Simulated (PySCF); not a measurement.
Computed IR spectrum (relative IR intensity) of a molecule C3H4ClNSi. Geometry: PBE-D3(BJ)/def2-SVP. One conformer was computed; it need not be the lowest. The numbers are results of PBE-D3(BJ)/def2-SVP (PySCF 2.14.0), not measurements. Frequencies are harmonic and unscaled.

Lines under 2 % of the strongest are left out, and lines within 2 cm⁻¹ are merged.

ν (cm⁻¹): 94 (vw), 135 (vw), 340 (vw), 394 (m), 472 (w), 564 (s), 608 (w), 644 (m), 704 (m), 755 (m), 774 (s), 826 (vs), 849 (m), 919 (m), 1097 (m), 1238 (w), 1279 (w), 1517 (w), 1580 (s), 2172 (vs), 3068 (w), 3104 (m) (against the strongest line: vs over 80 %, s over 45 %, m over 15 %, w over 4 %, vw less)

Q: Which molecule gave these data?
A) Cl[Si@H]1C=CC=N1
B) ClC1=CC=N[SiH2]1
C) Cl[Si@@H]1C=CN=C1
D) N#C/C=C(\[SiH3])Cl

A: C, Cl[Si@@H]1C=CN=C1
